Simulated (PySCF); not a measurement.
HO₂Si, SMILES [O][Si]O (connectivity only; charge and spin as stated), neutral, multiplicity 2.

Geometry optimised at r2SCAN-D4/def2-TZVP. One conformer was computed; it need not be the lowest.

These are r2SCAN/def2-TZVPD run with PySCF values and carry that method's errors.

Gas-phase values at a fixed geometry.

Computed frontier levels, dipole moment and polarisability:
```json
{
  "α spin, highest occupied and lowest empty level": "-6.64 and -2.36 eV",
  "β spin, highest occupied and lowest empty level": "-7.67 and -4.44 eV",
  "dipole_moment": "0.963 e·Å",
  "quadrupole, principal values (traceless, Buckingham form, about the centre of nuclear charge)": "-2.33, 0.55, 1.79 D·Å",
  "mean_static_polarisability": "36.9 bohr³ (5.47 Å³)",
  "polarisability_principal_values": "31.7, 34.6, 44.5 bohr³",
  "⟨S²⟩": "0.757 (pure state 0.75)"
}
```
